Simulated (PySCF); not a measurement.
# Heteronuclear NMR

Geometry (Å), atoms numbered from 1 in this order:
```xyz
16

C    -2.4748    0.1961    0.1085
C    -0.9858    0.0721    0.0272
C    -0.1369    0.9573    0.6771
C     1.2299    0.7998    0.5892
F     2.0528    1.6736    1.2313
C     1.8235   -0.2285   -0.1405
O     3.1639   -0.3769   -0.2267
C     0.9806   -1.1187   -0.7948
C    -0.3868   -0.9539   -0.6973
F    -1.1765   -1.8349   -1.3463
H    -2.8726   -0.5333    0.8143
H    -2.9266   -0.0031   -0.8609
H    -2.7603    1.1902    0.4404
H    -0.5339    1.7761    1.2558
H     3.5993    0.3213    0.2818
H     1.3967   -1.9283   -1.3703
```

- geometry: GFN2-xTB
- σ from GIAO-PBE0/pcSseg-1
- program: PySCF 2.14
- one computed conformer, fast rotation and ring inversion assumed for equivalent nuclei, non-relativistic, in vacuum

(1) What are the 19F shifts?

(2) Where does 17O resonate?

Results:

(1) 
| atoms | environment | σ (ppm) | δ (ppm) |
| --- | --- | --- | --- |
| F10 | aryl fluorine | 294.8 | -120.1 |
| F5 | aryl fluorine | 338.8 | -159.8 |

Shieldings were converted by a linear fit to measured shifts: 19F (scatter 6.0 ppm rms, 7.0 ppm with the 5 outliers that the fit left out vs CFCl3, solution or neat liquid, with a term for F on sp3 carbon). Occasional misses reach two or three times the rms, and more in compound classes unlike the fitted ones.

On a 500 MHz spectrometer 19F resonates near 470.5 MHz, so 1 ppm is 470.5 Hz.

(2) 
| atoms | environment | σ (ppm) | δ (ppm) |
| --- | --- | --- | --- |
| O7 | phenol-type oxygen | 235.6 | 52.1 |

Shieldings were converted by a linear fit to measured shifts: 17O: δ = 266.70 − 0.911σ (rms 10.7 ppm, 155 shifts, 12.2 ppm with the 3 outliers that the fit left out vs liquid water, solution or neat liquid). A few per cent of atoms miss by over 2 rms, more outside the fitted compound classes.

On a 500 MHz spectrometer 17O resonates near 67.8 MHz, so 1 ppm is 67.8 Hz.
